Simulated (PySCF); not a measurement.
**Nuclear quadrupole coupling in `C=C[C@@H](C#N)[Si@@H](C)P`**

Compound: C₅H₁₀NPSi.
Structure used (GFN2-xTB), in Å, numbered top down from 1:
```xyz
18
C5H10NPSi angstrom
C      2.2055    1.2152    0.1137
C      1.6531    0.0152    0.0799
C      0.7175   -0.4333   -0.9939
C      0.8537   -1.8283   -1.2610
N      0.9411   -2.9552   -1.4445
Si    -1.1088   -0.0965   -0.4169
C     -1.4680   -1.1076    1.1499
P     -1.1283    2.0831    0.1254
H      2.0368    1.9405   -0.6667
H      2.8540    1.5183    0.9169
H      1.8361   -0.7040    0.8670
H      0.8965    0.1248   -1.9170
H     -1.9896   -0.5085   -1.5241
H     -1.2262   -2.1559    1.0033
H     -2.5155   -1.0416    1.4282
H     -0.8816   -0.7401    1.9888
H     -1.1819    2.5416   -1.1815
H     -2.5034    2.1385    0.2608
```

Field gradients from the PBE0/pcSseg-1 density (PySCF, non-relativistic), principal values in atomic units, ordered |Vxx| ≤ |Vyy| ≤ |Vzz|:

| atom | Vxx | Vyy | Vzz |
| --- | --- | --- | --- |
| N5 | 0.3962 | 0.5436 | -0.9398 |

Question: Find the asymmetry η = (Vxx − Vyy)/Vzz and the couplings χ = eQV/h (234.96 MHz × Q in barn × V in au), with Q(14N) = 0.02044 b.

Answer: 
| atom | environment | nucleus | η | χzz (MHz) | χxx (MHz) | χyy (MHz) |
| --- | --- | --- | --- | --- | --- | --- |
| N5 | nitrile nitrogen | 14N | 0.16 | -4.513 | 1.903 | 2.611 |

Question: What is Vzz at N5 in SI units (1 au = 9.71736 × 10²¹ V/m²)?

Answer: -0.9398 au = -9.132 × 10²¹ V/m².

Question: And the gradient at the other heavy atoms, for which no coupling is worked out here?

Answer: 
```csv
atom,environment,Vzz (au),η
C1,terminal =CH2 carbon,0.295,0.38
C2,alkene CH carbon,0.274,0.97
C3,sp3 carbon bound to silicon,0.160,0.69
C4,nitrile carbon,-0.398,0.06
Si6,SiH silicon,0.323,0.79
C7,Si-methyl carbon,0.013,0.58
P8,three-coordinate phosphorus,-0.963,0.37
```

Were the hydrogens deuterons (Q(2H) = 0.00286 b), χzz would run from 104 kHz (H13) to 228 kHz (H10).

Geometry: GFN2-xTB, one conformer, isolated molecule. GFN2-xTB bond lengths can be off by several hundredths of an ångström, more for odd bonds, and the gradients follow them. The basis is small and wasn't made for field gradients, so the couplings can be 20 % off.
